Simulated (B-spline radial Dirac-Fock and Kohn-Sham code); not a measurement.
**How the binding energies of Te²⁺ add up**

System: Te²⁺, configuration [Kr] 4d10 5s2 5p2; nuclear rms radius 4.7423 fm (A = 130).

Input of the calculation (task.json; shells as n, l, electrons):

```json
{"items": [{
  "Z": 52,
  "q": 2,
  "cfg": [[1, 0, 2], [2, 0, 2], [2, 1, 6], [3, 0, 2], [3, 1, 6], [3, 2, 10], [4, 0, 2], [4, 1, 6], [4, 2, 10], [5, 0, 2], [5, 1, 2]],
  "A": 130,
  "rrms": 4.7423,
  "do": ["binding"]
}]}
```

Launch: `python xray_run.py task.json out`

Method: Dirac-Fock energy differences between relaxed states, corrected for Breit and QED terms. Computed with a radial finite-basis atomic code. No correlation. Energies are counted from the vacuum level.

All terms are in eV, carry their sign (relaxation lowers the binding energy) and add up to the binding energy; ⟨r⟩ is the mean radius of the orbital in the initial state.

| subshell | −ε (Koopmans) | relaxation | Breit | self-energy | vacuum polarisation | binding energy | ⟨r⟩ (bohr) |
| --- | --- | --- | --- | --- | --- | --- | --- |
| 1s | 32018.3 | -66.01 | -72.29 | -42.59 | 5.80 | 31843.2 | 0.028 |
| 2s | 5022.7 | -35.02 | -6.79 | -5.27 | 0.67 | 4976.3 | 0.119 |
| 2p1/2 | 4693.4 | -38.57 | -11.48 | 0.36 | -0.02 | 4643.7 | 0.101 |
| 2p3/2 | 4417.8 | -37.28 | -7.53 | -0.14 | -0.04 | 4372.8 | 0.106 |
| 3s | 1056.9 | -14.71 | -0.96 | -1.07 | 0.13 | 1040.3 | 0.320 |
| 3p1/2 | 920.4 | -15.25 | -1.75 | 0.08 | -0.01 | 903.5 | 0.311 |
| 3p3/2 | 867.6 | -14.72 | -1.01 | -0.02 | -0.01 | 851.8 | 0.322 |
| 3d3/2 | 629.8 | -16.28 | -0.53 | 0.11 | -0.01 | 613.0 | 0.294 |
| 3d5/2 | 618.9 | -16.06 | -0.23 | 0.07 | -0.01 | 602.7 | 0.297 |
| 4s | 213.0 | -4.49 | -0.14 | -0.21 | 0.03 | 208.1 | 0.766 |
| 4p1/2 | 163.8 | -4.28 | -0.27 | 0.02 | 0.00 | 159.2 | 0.805 |
| 4p3/2 | 153.6 | -4.03 | -0.12 | 0.01 | 0.00 | 149.5 | 0.831 |
| 4d3/2 | 73.45 | -3.36 | -0.01 | 0.02 | 0.00 | 70.10 | 0.957 |
| 4d5/2 | 71.88 | -3.28 | 0.03 | 0.02 | 0.00 | 68.65 | 0.969 |
| 5s | 37.06 | -0.45 | -0.02 | -0.03 | 0.00 | 36.57 | 2.016 |
| 5p | 26.57 | -0.29 | -0.02 | 0.00 | 0.00 | 26.27 | 2.391 |

For the deepest level, K (1s), the Breit terms make up -0.227 % of the binding energy, QED -0.116 % and orbital relaxation -0.207 %.

Going to the tabulated ground configuration of the next ion removes an electron from O2,3 (5p), computed at 26.27 eV. NIST lists 27.84 ± 0.04 eV as the ionisation energy of this species (measured), +1.57 eV from the computed value. Where a p, d or f shell is open in either ion the computed value averages over both j values and all terms, while the table refers to the lowest levels; that difference holds spin-orbit splitting (largest in heavy or highly charged ions), term energies where several electrons share open shells, and correlation, and it can reach 10 % or more.
